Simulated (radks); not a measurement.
Spherical jellium clusters: N electrons in a uniform positive sphere of charge N and radius rs N^(1/3), rs = 5.06 bohr. Level of theory: non-relativistic Kohn-Sham, LDA (Slater exchange, Perdew-Wang correlation), spin-polarised, spherical densities (a radial shooting solver with Libxc functionals). Levels are named by radial order and angular momentum (1s, 1p, 1d, 2s, ...), and open shells are averaged over m. Each electron was tried in the lowest free levels, single moves between levels near the top were tried too, and the lowest total energy was kept; such a search can miss a lower state. Energies include the self-energy of the background; IP and EA are vertical (highest electron removed, lowest free level filled), at fixed background; spill-out counts the electrons outside the background radius R, and alpha is the static dipole polarisability from linear response (closed shells only). A dash means not computed or, for alpha, an open shell; in EA it means that no bound solution was reached, which is typical of self-interaction and does not show that the anion is unstable. Real open-shell clusters deform, which this model forbids.

N        open shells  2S  E/N (eV)  E(N+1) + E(N-1) - 2E(N) (eV)  IP (eV)  EA (eV)  -e(HOMO) (eV)  spill-out (e)  alpha/R^3
1   1s(up 1, down 0)   1    -1.347                             -        -        -          2.584           0.31          -
2               none   0    -1.660                         0.740    4.391        -          2.653           0.45      1.461
3   1p(up 1, down 0)   1    -1.517                        -0.487    3.350        -          1.939           0.70          -
4   1p(up 2, down 0)   2    -1.568                        -0.317    3.722        -          2.316           0.84          -
5   1p(up 3, down 0)   3    -1.661                         0.255    3.917        -          2.550           0.94          -
6   1p(up 3, down 1)   2    -1.681                        -0.261    3.561    1.162          2.328           1.06          -
7   1p(up 3, down 2)   1    -1.733                        -0.184    3.757    1.384          2.539           1.16          -
8               none   0    -1.795                         0.784    3.880        -          2.688           1.24      1.322
9   1d(up 1, down 0)   1    -1.755                        -0.191    3.042        -          1.950           1.38          -
10  1d(up 2, down 0)   2    -1.743                        -0.159    3.207    1.097          2.129           1.50          -
11  1d(up 3, down 0)   3    -1.748                        -0.133    3.334    1.253          2.273           1.59          -
12  1d(up 4, down 0)   4    -1.762                        -0.112    3.435    1.384          2.391           1.67          -
13  1d(up 5, down 0)   5    -1.783                         0.264    3.516    1.148          2.489           1.75          -
14  1d(up 5, down 1)   4    -1.783                        -0.124    3.222    1.294          2.243           1.84          -
15  1d(up 5, down 2)   3    -1.790                        -0.105    3.325    1.417          2.357           1.93          -
16  1d(up 5, down 3)   2    -1.803                        -0.090    3.410    1.522          2.453           2.00          -
17  1d(up 5, down 4)   1    -1.820                        -0.079    3.480    1.614          2.534           2.07          -
18              none   0    -1.840                         0.164    3.538    1.481          2.605           2.14      1.246
19  2s(up 1, down 0)   1    -1.849                         0.186    3.356    1.340          2.437           2.27          -
20              none   0    -1.847                         0.169    3.165    1.182          2.279           2.45      1.269
21  1f(up 1, down 0)   1    -1.838                        -0.084    3.002    1.276          2.129           2.53          -
22  1f(up 2, down 0)   2    -1.833                        -0.076    3.071    1.360          2.206           2.59          -
23  1f(up 3, down 0)   3    -1.832                        -0.069    3.133    1.437          2.276           2.65          -
24  1f(up 4, down 0)   4    -1.834                        -0.063    3.187    1.506          2.338           2.71          -
25  1f(up 5, down 0)   5    -1.839                        -0.058    3.236    1.570          2.395           2.77          -
26  1f(up 6, down 0)   6    -1.845                        -0.053    3.279    1.628          2.446           2.82          -
27  1f(up 7, down 0)   7    -1.853                             -    3.319    1.411          2.493           2.87          -

All shells are closed at N = 2, 8, 18, 20 (there: 1s2 1p6 1d10 2s2); the second difference of the energy has clear peaks (12 % above both neighbours; the first and last values, which can be the largest, are not judged, and half-filled shells can peak too) at N = 5, 8, 13.
